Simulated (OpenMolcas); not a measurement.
## 5s2 5p4 along the 52-electron sequence

| Property | Result |
| --- | --- |
| Program | OpenMolcas |
| Method | RASSCF |
| Basis | ANO-R3 |
| Scalar Hamiltonian | X2C, finite nucleus |
| Spin-orbit coupling | RASSI with atomic mean-field integrals over the reference wave functions, term energies averaged over their components |

Active space for each ion: 4 electrons in 9 orbitals (RAS2 5p; RAS3 5d 6s, at most 1 electron).

Computed levels in cm-1 above 3P2:

| Level | Te | I+ | Xe2+ |
| --- | --- | --- | --- |
| 3P1 | 4175 | 6235 | 8615 |
| 3P0 | 4744 | 6577 | 8416 |
| 1D2 | 12335 | 15505 | 18775 |
| 1S0 | 27030 | 33169 | 39356 |
| weight of 3P in the lowest level (%) | 96 | 94 | 92 |

Measured, with the error of the calculation in %. Measured levels: Te, I+ from NIST Handbook of Basic Atomic Spectroscopic Data; Xe2+ from Saloman, J. Phys. Chem. Ref. Data 33, 765 (2004).

```
Level             Te             I+          Xe2+
  3P1   4751 (-12.1)   7087 (-12.0)  9794 (-12.0)
  3P0    4706 (+0.8)    6448 (+2.0)   8130 (+3.5)
  1D2  10558 (+16.8)  13727 (+13.0)  17099 (+9.8)
  1S0  23198 (+16.5)  29501 (+12.4)  36103 (+9.0)
```

The fine-structure level 3P0 changes by a factor of 1.77 from Te to Xe2+. Its fourth root runs 8.30, 9.01, 9.58, with steps per unit of Z of 0.71, 0.57; equal steps would mean a (Z - σ)^4 law with constant σ.

1D2 changes by a factor of 1.52 over the same range, with steps per unit of Z of +3170, +3270 cm-1.

With the s shell closed, the reference lacks s² → p² mixing. No level of 5s2 5p3 5d was computed, though it lies in the active space (holds for Te). Computed and measured levels are paired by configuration, term and J; levels that our copy of the source lacks, or whose pairing is in doubt (as where it misses far off the trend of its configuration), stay unpaired and out of the deviations. Levels of configurations outside the active space are missing.
